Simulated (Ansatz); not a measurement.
## Ligand exchange: SiH2(CH3)Br + CH9NSi2 → SiH2(SiH3)Br + C2H9NSi

Species: SiH2(CH3)Br, singlet; CH9NSi2 `CN([SiH3])[SiH3]`, singlet; SiH2(SiH3)Br, singlet; C2H9NSi `CN(C)[SiH3]`, singlet. The partners trade CH3 for SiH3: Si–CH3 and N–SiH3 bonds give way to Si–SiH3 and N–CH3.

Shapes, held fixed at every level: PBE0-D4/def2-TZVP. Programs: Ansatz 0.2.0. The zero-point and thermal change to 298 K, harmonic and unscaled (PBE0-D4/def2-TZVP), is +1.7 kJ/mol.

(1) Estimate ΔH(298 K) of this reaction.

## Answers

(1) The highest level, CCSD(T)/def2-TZVPP, gives ΔH(298 K) = +129.6 kJ/mol; the levels span +108.1 to +132.6. The column of differences is taken from that level and isn't an error. No measured value is set beside it here. Relativity is left out for Br. Outer-core shells of Br are correlated in most correlated rows, in sets that cover them unevenly. Times are processor times on shared x86 and Arm servers, and rough.

```json
{"level": "SPW92/def2-TZVPP", "kind": "LDA", "ΔH(298 K) (kJ/mol)": "+108.1", "less CCSD(T)/def2-TZVPP": "-21.5", "CPU time (sum over the molecules)": "11 s"}
{"level": "BHLYP-D4/def2-TZVPP", "kind": "global hybrid", "ΔH(298 K) (kJ/mol)": "+132.6", "less CCSD(T)/def2-TZVPP": "+3.0", "CPU time (sum over the molecules)": "23 s"}
{"level": "PBE0-D4/def2-TZVPP", "kind": "global hybrid", "ΔH(298 K) (kJ/mol)": "+115.7", "less CCSD(T)/def2-TZVPP": "-13.9", "CPU time (sum over the molecules)": "23 s"}
{"level": "wB97X-V/def2-TZVPP", "kind": "range-separated hybrid", "ΔH(298 K) (kJ/mol)": "+124.5", "less CCSD(T)/def2-TZVPP": "-5.1", "CPU time (sum over the molecules)": "57 s"}
{"level": "B2PLYP/def2-TZVPP", "kind": "double hybrid", "ΔH(298 K) (kJ/mol)": "+130.2", "less CCSD(T)/def2-TZVPP": "+0.6", "CPU time (sum over the molecules)": "43 s"}
{"level": "CCSD/def2-SVP", "kind": "coupled cluster or CI", "ΔH(298 K) (kJ/mol)": "+112.3", "less CCSD(T)/def2-TZVPP": "-17.3", "CPU time (sum over the molecules)": "–"}
{"level": "CCSD(T)/def2-TZVPP", "kind": "coupled cluster or CI", "ΔH(298 K) (kJ/mol)": "+129.6", "less CCSD(T)/def2-TZVPP": "0.0", "CPU time (sum over the molecules)": "9.7 min"}
```
